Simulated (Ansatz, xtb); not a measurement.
# Relaxing a trial structure of C2H8AlNS

The starting geometry of this gas-phase singlet was built from a drawn formula by distance geometry and a force field; its bonds are those of `[CH3][Al]([NH2])[CH2]S`.

```xyz
13

C    -0.2613   -0.6970   -1.0399
C     0.5471    2.4296   -2.2796
Al   -0.7969    1.1587   -1.4745
N    -2.5983    1.7193   -1.1459
S    -0.0729    2.9964   -3.9531
H    -0.3828   -0.8739    0.0289
H    -0.8591   -1.3981   -1.6091
H     0.8112   -0.8426   -1.2999
H    -2.6417    2.7439   -1.4442
H    -2.7436    1.6616   -0.1339
H     1.4995    1.9106   -2.4257
H     0.6627    3.3035   -1.6249
H     1.0589    3.7670   -4.1238
```

Problem. Predict what becomes of its bonds when it is optimised with r2SCAN-D4/def2-SVP.

Solution. It keeps its bonds, and is `[CH3][Al]([NH2])[CH2]S`.

The energy falls by 0.65 eV over 26 steps:

| step | E − E(last) (eV) |
| --- | --- |
| 1 | 0.653 |
| 4 | 0.125 |
| 7 | 0.047 |
| 9 | 0.021 |
| 12 | 0.009 |
| 15 | 0.004 |
| 18 | 0.002 |
| 20 | 0.001 |
| 23 | 0.000 |
| 26 | 0.000 |

Final geometry (Å):

```yaml
atoms:
  - { symbol: C, position_ang: [-0.2290, -0.6333, -0.8167] }
  - { symbol: C, position_ang: [0.5581, 2.2268, -2.5413] }
  - { symbol: Al, position_ang: [-0.7044, 1.1428, -1.4739] }
  - { symbol: N, position_ang: [-2.2732, 1.8873, -1.1144] }
  - { symbol: S, position_ang: [-0.3370, 3.5236, -3.4547] }
  - { symbol: H, position_ang: [-1.0117, -1.0828, -0.1832] }
  - { symbol: H, position_ang: [-0.0416, -1.3327, -1.6509] }
  - { symbol: H, position_ang: [0.7015, -0.6113, -0.2221] }
  - { symbol: H, position_ang: [-2.5449, 2.8122, -1.4377] }
  - { symbol: H, position_ang: [-3.0313, 1.4772, -0.5779] }
  - { symbol: H, position_ang: [1.1313, 1.5838, -3.2328] }
  - { symbol: H, position_ang: [1.2890, 2.6833, -1.8475] }
  - { symbol: H, position_ang: [0.7158, 4.2019, -3.9724] }
```

From the same start GFN2-xTB ends elsewhere, differing in Al3–S5 (2.53 against 3.12 Å here).

The end wasn't checked by frequencies. Run with Ansatz 0.2.0, 44 s on 2 threads of Intel(R) Xeon(R) 6975P-C (Granite Rapids) (shared host).
